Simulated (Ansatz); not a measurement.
System: dichloro(dimethoxy)silane, C2H6Cl2O2Si, charge 0, multiplicity 1. 
Coordinates optimised at B3LYP-D3(BJ)/def2-TZVP (Ansatz, a quantum-chemistry and plane-wave program):
```
Si
O 1 1.6100
C 2 1.4269 1 125.49
H 3 1.0882 2 107.39 1 -179.13
H 3 1.0914 4 109.40 2 120.13
H 3 1.0920 4 109.24 5 119.79
O 1 1.6168 2 109.90 3 -60.01
C 7 1.4243 1 126.57 2 177.87
H 8 1.0884 7 107.56 1 -178.70
H 8 1.0919 9 109.32 7 -120.29
H 8 1.0920 9 109.23 10 -119.59
Cl 1 2.0400 2 107.68 3 178.67
Cl 1 2.0591 2 110.84 3 60.32
```
Charge 0, spin multiplicity 1.

Basis-set convergence of Hartree-Fock and CCSD(T) correlation energies (hartree) with Ansatz. Correlated levels leave the core frozen unless marked. Spin-orbit coupling is left out. No relativistic terms.

| basis | functions | E(HF) | E(corr, CCSD(T)) |
|---|---|---|---|
| cc-pV(D+d)Z | 155 | -1437.10349 | -1.10618 |
| cc-pV(T+d)Z | 321 | -1437.23826 | -1.42102 |
| cc-pV(Q+d)Z | 592 | -1437.26702 | -1.52678 |

Extrapolating the two largest sets (X = 3 and 4) as X^-3: E(corr) = (64·(-1.52678) - 27·(-1.42102))/37 = -1.6040 Eh, an estimate of the basis-set limit. The largest set recovers 95.2 % of it, the smallest 69.0 %.
